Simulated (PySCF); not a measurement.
From one molecule to another.

First species: diphenylphosphane, C12H11P.
SMILES: `c1(Pc2ccccc2)ccccc1`

Second species: SiMe3(NHMe), C4H13NSi.
Geometry (PBE0-D3(BJ)/def2-SVP, Å), atoms numbered from 1 in this order:
```
atom  x, y, z in Å
Si1   -0.002    0.412   -0.005
C2     0.061    0.396    1.874
H3    -0.952    0.356    2.302
H4     0.562    1.303    2.251
H5     0.626   -0.469    2.256
C6     1.767    0.451   -0.658
H7     2.318    1.335   -0.299
H8     1.779    0.468   -1.759
H9     2.326   -0.443   -0.334
C10   -0.935    1.915   -0.635
H11   -0.960    1.940   -1.736
H12   -0.451    2.844   -0.296
H13   -1.974    1.919   -0.269
N14   -0.894   -0.983   -0.550
C15   -0.552   -2.349   -0.240
H16   -1.402   -0.884   -1.422
H17    0.206   -2.799   -0.913
H18   -0.147   -2.413    0.782
H19   -1.440   -3.004   -0.263
```

Levels: CAM-B3LYP/def2-SVPD for HOMO energy, LUMO energy, HOMO–LUMO gap and static isotropic polarisability; TDDFT CAM-B3LYP/def2-SVPD for lowest singlet excitation; TDA CAM-B3LYP/def2-SVPD for lowest triplet excitation (Tamm–Dancoff). Geometries: PBE0-D3(BJ)/def2-SVP. Each structure is a single optimised conformer of the isolated species, non-relativistic unless stated. Electronic properties by PySCF.

Dipoles, sizes and rotational constants follow the conformer. The torsions of the flexible species, by atom-mapped SMILES:
- `[cH:1]1[cH:2][cH:3][c:4]([PH:5][c:6]2[cH:7][cH:8][cH:9][cH:10][cH:11]2)[cH:12][cH:13]1`: C3–C4–P5–C6 -61°, C4–P5–C6–C7 -38°

Values for the first species:

- HOMO energy: -7.69 eV
- LUMO energy: 0.21 eV
- HOMO–LUMO gap: 7.90 eV
- Lowest singlet excitation: 5.03 eV
- Lowest triplet excitation (Tamm–Dancoff): 3.89 eV
- Static isotropic polarisability: 163.0 au

(1) Estimate the same properties for the second species, and the change in each.

Results:

(1) 
```csv
property,first,second,second less first
HOMO energy,-7.69 eV,-7.76 eV,-0.07 eV
LUMO energy,0.21 eV,1.12 eV,+0.91 eV
HOMO–LUMO gap,7.90 eV,8.88 eV,+0.98 eV
lowest singlet excitation,5.03 eV,5.86 eV,+0.83 eV
lowest triplet excitation (Tamm–Dancoff),3.89 eV,5.66 eV,+1.77 eV
static isotropic polarisability,163.0 au,83.8 au,-79.2 au
```

On the first: The polarisability is 24.15 Å³ as a volume (1 au = 0.148185 Å³), or 1.66 au for each of the 98 electrons. The principal polarisabilities are 125.7, 148.6 and 214.7 au; their mean is the isotropic value.

On the second: S1 lies 3.02 eV below the HOMO–LUMO gap; its leading configuration is HOMO→LUMO, weight 0.75. In wavenumbers S1 is 47300 cm⁻¹ (1 eV = 8065.54 cm⁻¹).
